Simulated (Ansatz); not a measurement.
Basis-set extrapolation for C8H8O2 (`Cc1ccccc1C(=O)O`) (PBE0-D4/def2-TZVP geometry, frozen core, the Gaussian-basis code of Ansatz). Multiplicity 1, RHF reference.

```tsv
	def2-TZVPP	def2-QZVPP
HF	-457.533208	-457.552475
MP2 correlation	-1.731220	-1.849329
CCSD(T) correlation	-1.845668	not run
```

Energies in hartree. Use E(X) = E(∞) + A·exp(−7.88·√X) for Hartree–Fock and E(X) = E(∞) + B·X^(−2.97) for correlation, with X = 3 and 4, and add CCSD(T) minus MP2 of the smaller set to the MP2 limit.

**Question.** What is the CCSD(T) energy at the basis-set limit?

**Answer.** HF limit: -457.552475 + (-0.019267) × 0.13774 = -457.55513. MP2 limit: -1.849329 + (-0.118109) × 0.74074 = -1.93682. Higher-order term: -1.845668 − (-1.731220) = -0.11445. Total: -459.60640 hartree, 597.4 kJ/mol below CCSD(T)/def2-TZVPP.
